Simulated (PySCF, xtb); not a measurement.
Mo(O)(S)(F)(NH2) (FH2MoNOS), SMILES [NH2][Mo](=[O])([F])=[S], multiplicity 1. Other conformers were not sampled.

Harmonic wavenumbers (cm⁻¹) from GFN2-xTB (xtb) at its own minimum, in rising order: 161, 168, 178, 198, 216, 349, 473, 525, 544, 595, 636, 937, 1438, 3285, 3295.

Task: What does PBE-D3(BJ)/def2-SVP in PySCF 2.14.0 give at its own minimum? (An estimate is asked for; the answer gives what the named calculation found.)

Result: 179, 194, 200, 229, 260, 374, 501, 549, 639, 680, 717, 1000, 1445, 3457, 3561. Paired by order, the mean absolute difference is 66 cm⁻¹ and the zero-point energies are 18.6 and 20.0 kcal/mol.
